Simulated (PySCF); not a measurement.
# Spinor energies of O⁻ (oxygen, charge -1)

Start: [He] 2s2 2p5; 2p1/2 filled at m_j = -1/2, +1/2; 2p3/2 filled at m_j = -1/2, +1/2, +3/2. Calculated with PySCF 2.14 in x2c-TZVPall-2c with one added diffuse shell each of s, p, d type (6s4p3d1f, 40 functions): generalised Hartree-Fock with the X2C-1e Hamiltonian and a Gaussian nucleus; one run each with spin-orbit coupling (SO) switched off, then screened by Boettger's factors.

| spinor shell | electrons | ε, spin-free (eV) | ε, screened SO (eV) | weight of nominal j (screened SO) | rms radius, screened SO (bohr) |
| --- | --- | --- | --- | --- | --- |
| 1s1/2 | 2 | -550.23 | -550.22 | 1.000 | 0.230 |
| 2s1/2 | 2 | -22.321 | -22.317 | 1.000 | 1.32 |
| 2p1/2 | 2 | -3.708 | -3.567 | 0.665 | 1.79 |
| 2p3/2 | 3 | -3.708 | -3.799 | 0.776 | 1.73 |

```json
{"quantity": "E (hartree)", "spin-free": "-74.84351", "screened SO": "-74.84380"}
{"quantity": "M_J", "spin-free": "3/2", "screened SO": "3/2"}
{"quantity": "⟨J²⟩", "spin-free": "3.790", "screened SO": "3.790"}
{"quantity": "⟨L²⟩", "spin-free": "2.008", "screened SO": "2.008"}
{"quantity": "⟨S²⟩", "spin-free": "0.782", "screened SO": "0.781"}
```

Each row is a mean over spinors that exchange with the open shell spreads, by up to 5.016 eV (2s1/2).

Rows whose weight is well below 1 are mixtures of j = l ± 1/2: exchange outweighs spin-orbit coupling there, and the label is only the starting occupation.

Without spin-orbit coupling the j labels of p, d and f shells carry no meaning; the spin-free column gives the mean over the occupied spinors of each nl shell.
